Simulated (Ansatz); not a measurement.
The cluster Be4O3⁺, relaxed as a doublet with UKS PBE0-D4/def2-SVP in Ansatz, starting from the GFN1-xTB geometry. Force threshold 0.02 eV/Å.

The relaxation made no stability test and no search for a lower SCF solution. The structure comes from a short search, and lower isomers may exist.

Start:

Cartesian coordinates in Å:
```
Be -1.382 0.260 -0.242
Be 0.822 1.291 -1.874
Be 1.270 0.051 -0.226
Be -0.216 -1.050 1.524
O 1.085 -0.732 0.921
O -1.440 -0.538 0.917
O -0.139 0.719 -1.019
```

Problem. Estimate the energy that the relaxation releases and the steps that it takes.

Solution. 21.4 kcal/mol, in 7 steps; 8 s on 4 threads of Arm Neoverse V2 on a shared host. No frequencies were taken in this run, so the end may be a saddle point.

Problem. Does the start keep its bonding and symmetry?

Solution. By distances, no bond broke or formed, bridged metal pairs apart. The bond that changes most is Be3–O7, from 1.75 to 1.57 Å (atoms count from 1). A close non-bonded pair moves further: Be2–Be3, from 2.11 to 2.81 Å. Metal–metal contacts that move far: Be2–Be3 2.11 to 2.81 Å. Point group Cs at the start, C2v at the end, both within 0.05 Å.

Problem. Predict the relaxed structure.

Solution. 
```xyz
7

Be   -1.1414    0.2535   -0.2646
Be    0.4310    1.5306   -2.2178
Be    1.1973   -0.0546   -0.0228
Be   -0.2885   -1.0248    1.4841
O     1.1397   -0.8680    1.1404
O    -1.5294   -0.5162    0.8645
O     0.1912    0.6795   -0.9839
```
Bond lengths (bridged metal pairs left out): 7 × Be–O 1.42 to 1.57 Å.
